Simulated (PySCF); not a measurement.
## NaIn⁺: from constants to spectrum

UHF-CCSD(T) constants of NaIn⁺, ²Σ⁺ (doublet), unpaired electrons σ ↑ (Na def2-SVPD, In def2-SVPD with ECP28; scalar-relativistic core potentials (PySCF 2.14); masses 22.9898 and 114.9039 u):

* ωe: 100.1 cm⁻¹
* ωexe: 0.335 cm⁻¹
* Be: 0.068508 cm⁻¹
* αe: 0.000429 cm⁻¹
* De to Na⁺ + In: 0.88 eV

(1) What force constant and bond length do these constants imply?

(2) Estimate the centrifugal constant D from the Kratzer relation and find the Dunham coefficient a1.

Correlated steps freeze 5 core orbitals. Correlated levels converge slowly with the basis: in double zeta they bind strong bonds too weakly, by up to about 1 eV, and carry superposition errors of some tenths. These are scalar-relativistic numbers at best; spin–orbit coupling would shift them, the dissociation energy most. For an ion De counts to the pair picked by the measured ionisation energies or electron affinities, which need not be the lowest pair at this level. The state is the lowest determinant that a PBE0 search found; another state may lie lower at other levels.

Results:

(1) Reduced mass μred = 19.157 u; k = 5.8918×10⁻⁷·μred·ωe² (u, cm⁻¹, mdyn/Å) = 0.113 mdyn/Å; Re = √(16.8576/(μred·Be)) (u, cm⁻¹, Å) = 3.584 Å.

(2) D = 4Be³/ωe² = 1.28e-07 cm⁻¹; a1 = −1 − αeωe/(6Be²) = -2.52.
